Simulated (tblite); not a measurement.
Species: C₇H₁₃PS.
Atom-mapped SMILES: `[CH3:1][CH2:2][C:3]1=[CH:4][P@:5]([CH3:6])(=[S:7])[CH2:8][CH2:9]1` (hydrogens: H10, H11, H12 on C1; H13, H14 on C2; H15 on C4; H16, H17, H18 on C6; H19, H20 on C8; H21, H22 on C9)

The geometry is computed with GFN2-xTB (gas phase).

(1) Give the optimised bond lengths and angles.

Answers

(1) 
| bond | length (Å) |
| --- | --- |
| C1–C2 | 1.531 |
| C2–C3 | 1.496 |
| C3=C4 | 1.332 |
| C4–P5 | 1.809 |
| P5–C6 | 1.841 |
| P5=S7 | 1.938 |
| P5–C8 | 1.853 |
| C8–C9 | 1.529 |
| C3–C9 | 1.507 |
| C1–H10, C1–H11, C1–H12 | 1.087 |
| C2–H13 | 1.091 |
| C2–H14 | 1.093 |
| C4–H15 | 1.078 |
| C6–H16, C6–H17, C6–H18 | 1.089 |
| C8–H19 | 1.094 |
| C8–H20 | 1.091 |
| C9–H21 | 1.095 |
| C9–H22 | 1.092 |

Bonds in one row agree within 0.01 Å and their mean is given. A selection of angles:
| angle | degrees |
| --- | --- |
| C1–C2–C3 | 110.6 |
| C2–C3–C4 | 124.9 |
| C2–C3–C9 | 118.7 |
| C4–C3–C9 | 116.4 |
| C3–C4–P5 | 112.4 |
| C4–P5–C6 | 105.7 |
| C4–P5–S7 | 118.8 |
| C4–P5–C8 | 91.9 |
| C6–P5–S7 | 114.3 |
| C6–P5–C8 | 105.8 |
| S7–P5–C8 | 117.5 |
| P5–C8–C9 | 106.2 |
| C3–C9–C8 | 108.7 |

Torsions: C1–C2–C3–C4 98° (anticlinal); C2–C3–C4–P5 -177° (antiperiplanar); C3–C4–P5–C6 -98° (anticlinal); C4–P5–C8–C9 -18° (synperiplanar); P5–C8–C9–C3 22° (synperiplanar); C2–C3–C9–C8 163° (antiperiplanar).

P5 (phosphorus bonded to 3 C and S) has angles from 91.9° to 118.8°. The C–C distances run from 1.332 Å (C3=C4, drawn double) to 1.531 Å (C1–C2, drawn single), a spread of 0.199 Å. The 5-membered ring C3–C4–P5–C8–C9 has internal angles of 91.9° to 116.4° (sum 535°, against 540° for a flat polygon); it is puckered, 0.10 Å rms from its mean plane, widest ring torsion 22°. The 3 C–P bonds span 1.809 Å (C4–P5, drawn single) to 1.853 Å (P5–C8, drawn single), a spread of 0.044 Å. Of the pairs four or more bonds apart, H12···H22 is among the closest relative to their van der Waals radii: 2.45 Å, 102 % of the sum of Bondi's values.

Point group: C1 (no symmetry element, even within 0.4 Å). Its GFN2-xTB frequencies are all real (lowest 44 cm⁻¹). The numbers are those of one conformer.
